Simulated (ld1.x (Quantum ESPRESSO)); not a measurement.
## A failed generation for Mn (Z = 25)

Input:

```
&input
   title='Mn', zed=25., rel=1, dft='PW91', iswitch=3,
   config='[Ar] 3d5 4s1 4p1',
   nld=3, rlderiv=3.20, eminld=-3.0, emaxld=5.0, deld=0.02
 /
 &inputp
   pseudotype=3, tm=.true., lloc=-2, rcloc=1.45,
   nlcc=.false.,
   which_augfun='PSQ', rmatch_augfun_nc=.true.,
   file_pseudopw='Mn.UPF', file_wfcaegen='ae.wfc', file_wfcncgen='nc.wfc', file_beta='beta', file_chi='chi', file_wfcusgen='us.wfc'
 /
6
4S  1  0   1.00   0.00  2.40  2.95  0.0
4S  1  0   0.00   0.40  2.40  2.95  0.0
4P  2  1   1.00   0.00  1.78  1.88  0.0
4P  2  1   0.00   1.70  1.78  1.88  0.0
3D  3  2   5.00   0.00  1.55  1.75  0.0
3D  3  2   0.00  -0.10  1.55  1.75  0.0
 &test
   configts(1)='3d5 4s1 4p1'
 /
```

```bash
ld1.x < Mn.in > Mn.out
```

End of the output:

```

     Computing logarithmic derivative in   3.19758
       Zero norm: self consistency problem; state:  3 (l=  1, j=0.0)

 %%%%%%%%%%%%%%%%%%%%%%%%%%%%%%%%%%%%%%%%%%%%%%%%%%%%%%%%%%%%%%%%%%%%%%%%%%%%%%
     Error in routine chargeps (1):
     negative rho
 %%%%%%%%%%%%%%%%%%%%%%%%%%%%%%%%%%%%%%%%%%%%%%%%%%%%%%%%%%%%%%%%%%%%%%%%%%%%%%

     stopping ...
```

Problem. Why did it fail, and what change makes it run?

Solution. The run stopped because the pseudo-density turned negative during the self-consistent test, most likely because a state had been found with a wrong node count and its wave set to zero before. A run that differs only in the following succeeds: waves 4p (bound): rcut 2.05, rcutus 2.45 bohr; 4p channel at 1.7 Ry: rcut 2.05, rcutus 2.45 bohr. This is one of several that fit.
